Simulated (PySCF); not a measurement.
## Excitation energies in several basis sets

Species: CH4B3Cl3.
SMILES: `B[C@H](BCl)B(Cl)Cl`

TDDFT with PBE0 (PySCF), vertical singlets, core orbitals frozen in the response, spherical d and f functions. The structure is a single PBE0-D3(BJ)/def2-SVP conformer in the gas phase; no vibrational or solvent corrections.

Question: How do the low singlets change with the basis? Take 6-31G*, def2-SVP, 6-31+G*, def2-SVPD, aug-cc-pVDZ and def2-TZVP.

Answer: 

| basis | functions | diffuse | S1 (eV) | S2 (eV) | S3 (eV) | S4 (eV) | S5 (eV) | LUMO (eV) | α (au) |
| --- | --- | --- | --- | --- | --- | --- | --- | --- | --- |
| 6-31G* | 118 | no | 5.19 | 5.68 | 5.76 | 5.88 | 5.97 | -2.12 | 76.0 |
| def2-SVP | 130 | no | 5.12 | 5.58 | 5.74 | 5.84 | 5.91 | -2.16 | 74.0 |
| 6-31+G* | 146 | yes | 5.11 | 5.60 | 5.71 | 5.82 | 5.89 | -2.33 | 85.2 |
| def2-SVPD | 193 | yes | 5.09 | 5.54 | 5.69 | 5.79 | 5.87 | -2.37 | 94.3 |
| aug-cc-pVDZ | 209 | yes | 5.08 | 5.54 | 5.68 | 5.79 | 5.86 | -2.33 | 94.4 |
| def2-TZVP | 259 | no | 5.09 | 5.56 | 5.68 | 5.79 | 5.87 | -2.29 | 88.6 |

States are compared by their number. Against the largest diffuse basis here (aug-cc-pVDZ, itself not a converged limit), sets without diffuse functions differ by up to 0.11 eV in S1 and 0.12 eV in S5; the smaller diffuse sets differ by up to 0.03 and 0.03 eV. State by state, the largest deviation of a set without diffuse functions is S1 0.11, S2 0.14, S3 0.08, S4 0.10, S5 0.12 eV. The same number needn't mean the same state in each row. Against aug-cc-pVDZ the polarisability deviates by -20% in 6-31G*, -22% in def2-SVP, -10% in 6-31+G*, 0% in def2-SVPD, -6% in def2-TZVP. A single + in a Pople set puts diffuse functions on heavy atoms only.
